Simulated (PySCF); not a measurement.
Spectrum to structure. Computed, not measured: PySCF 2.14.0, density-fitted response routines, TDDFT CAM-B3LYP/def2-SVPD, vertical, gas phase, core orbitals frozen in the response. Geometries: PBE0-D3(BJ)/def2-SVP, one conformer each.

```
state  E (eV)       f    main configurations (H = HOMO, L = LUMO)
   S1    6.43   0.076                                   H→L (89%)
   S2    6.76   0.066                                 H→L+1 (83%)
   S3    6.88   0.039                                 H-1→L (90%)
   S4    7.12   0.132                                 H→L+2 (80%)
   S5    7.53   0.026                    H→L+4 (73%), H→L+3 (10%)
   S6    7.78  0.0043       H→L+5 (41%), H→L+6 (28%), H→L+3 (11%)
   S7    7.84   0.015       H→L+3 (53%), H→L+4 (12%), H→L+5 (12%)
   S8    7.86  0.0022  H-1→L+1 (33%), H-1→L+2 (16%), H-2→L+1 (9%)
   S9    8.20   0.016                    H→L+6 (31%), H→L+5 (18%)
  S10    8.28   0.016     H-1→L+4 (26%), H→L+6 (11%), H→L+5 (10%)
```

Triplets computed (Tamm–Dancoff): 4.27, 6.37, 6.52, 6.76 eV.

Orbital energies (eV): HOMO-3 -11.57, HOMO-2 -10.58, HOMO-1 -9.39, HOMO -8.21, LUMO 1.00, LUMO+1 1.66, LUMO+2 1.92.

Question: Which structure fits? All have the formula C2H7NOSi.
A. `C/C=N\[SiH2]O`
B. `CO/C=N/[SiH3]`
C. `C=CO[SiH2]N`

Answer: C. Its S1, at 6.43 eV, is the highest among the candidates; the nearest of the others has S1 at 5.52 eV. S1 is HOMO→LUMO (89%). Löwdin shares by element: HOMO carbon 64%, oxygen 23%; LUMO hydrogen 25% or more, silicon 24%, nitrogen 12% (atoms not listed hold the other 38%). At the same level the other candidates give, for their lowest levels:
- `C/C=N\[SiH2]O`: 4.22 eV (f 0.001); 6.71 eV (f 0.028); 6.88 eV (f 0.039); 7.23 eV (f 0.082); 7.64 eV (f 0.003); T1 3.68 eV; HOMO -8.43, LUMO 0.37 eV
- `CO/C=N/[SiH3]`: 5.52 eV (f 0.000); 7.05 eV (f 0.003); 7.33 eV (f 0.407); 7.52 eV (f 0.000); 7.96 eV (f 0.042); T1 5.01 eV; HOMO -9.02, LUMO 1.08 eV

Shape of the structure used: `[CH2:1]=[CH:2][O:3][SiH2:4][NH2:5]`: C1–C2–O3–Si4 6°, C2–O3–Si4–N5 -67°, H–N5–Si4–O3 80°, H–N5–Si4–O3 -70°.
